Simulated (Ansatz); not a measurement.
`CC(C)(C)[N]=[V]([F])([F])[F]`. The species carries charge 0 and has multiplicity 1. Correlated methods include outer-core shells of V, which these sets cover unevenly. Scalar relativity is left out up to krypton.

Cartesian coordinates in Å:
```
C -0.2288 -1.5131 0.8047
C 0.0816 -0.4079 -0.2031
C 1.5527 -0.4412 -0.6134
C -0.8288 -0.5128 -1.4252
N -0.1723 0.8541 0.4307
V -0.4528 2.2557 1.1287
F 1.0392 3.1422 1.1255
F -0.9970 1.9299 2.7442
F -1.6740 3.0622 0.1957
H 0.4032 -1.4184 1.6890
H -1.2729 -1.4684 1.1179
H -0.0435 -2.4871 0.3463
H 2.1996 -0.3374 0.2590
H 1.7740 -1.3936 -1.1004
H 1.7779 0.3672 -1.3105
H -0.6248 0.2950 -2.1297
H -1.8781 -0.4598 -1.1310
H -0.6553 -1.4666 -1.9284
```

Give the diagnostics of a CCSD(T)/def2-TZVPP run (frozen core, Ansatz). (Estimate.)

Ansatz gave: T1 = 0.0227, largest single amplitude 0.062, largest double 0.068, (T) share of the correlation energy 5.2 %, 16 CCSD cycles. The RHF solution is unstable towards an unrestricted one. T1 lies over the customary mark of 0.02 for closed shells; compounds of d metals often pass it without a breakdown.
